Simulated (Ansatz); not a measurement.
`[F][GeH]([Cl])[GeH3]` + H₂ → `[F][GeH2][GeH3]` + HCl at 500 K and 1 bar (hydrogenolysis of a Ge–Cl bond).

Program: Ansatz. Geometries: PBE0-D4/def2-TZVP. ΔE: electronic, gas phase. CCSD(T)/CBS is the MP2 limit (def2-TZVPP, def2-QZVPP) plus CCSD(T) − MP2 in def2-TZVPP, frozen cores. This one scheme is used for every species. For Ge outer-core shells are correlated without core-valence functions, which leaves a few kJ/mol of doubt a bond. Scalar relativity is left out up to krypton.

| species | CCSD(T)/CBS energy (Eh) | H − E (kJ/mol) | S (J/(mol·K)) |
| --- | --- | --- | --- |
| `[F][GeH]([Cl])[GeH3]` | -4714.27861 | 138.7 | 435.1 |
| H₂ | -1.17544 | 41.0 | 145.5 |
| `[F][GeH2][GeH3]` | -4255.04883 | 149.1 | 394.8 |
| HCl | -460.38127 | 32.5 | 201.9 |

H − E and S are ideal-gas, rigid-rotor, harmonic terms from PBE0-D4/def2-TZVP, for one conformer and one mirror image of each species. The MP2-based limit puts H₂ 0.8 mEh under its directly extrapolated value; such offsets cancel only in part. 1 Eh = 2625.50 kJ/mol, R = 8.31446 J/(mol·K).

Q: By hand: ΔE, ΔH, ΔS and ΔG.

A: ΔE = (-4255.04883) + (-460.38127) − (-4714.27861) − (-1.17544) = 0.02395 Eh = 62.9 kJ/mol. Δ(H − E) = 149.1 + 32.5 − 138.7 − 41.0 = 1.9, so ΔH = 64.8 kJ/mol. ΔS = 394.8 + 201.9 − 435.1 − 145.5 = 16.1 J/(mol·K). ΔG = 64.8 − 500 × (16.1)/1000 = 56.8 kJ/mol.

Q: By hand: the equilibrium constant, and the temperature at which ΔG would vanish if ΔH and ΔS stayed fixed.

A: log₁₀ K = −ΔG/(RT ln 10) = -5.9. ΔG = 0 at ΔH/ΔS = 4025 K, far beyond where these terms or the molecules hold.

ΔH outweighs TΔS. A doubt of 5 kJ/mol in ΔE shifts log₁₀ K by 0.5 here. Other conformers and mirror images would add mixing entropy, several J/(mol·K) or more a flexible species. These are equilibria of isolated gas molecules and say nothing of rates. Largest T1 diagnostic: 0.012 (customary marks: 0.02 for closed shells, 0.045 for open ones).
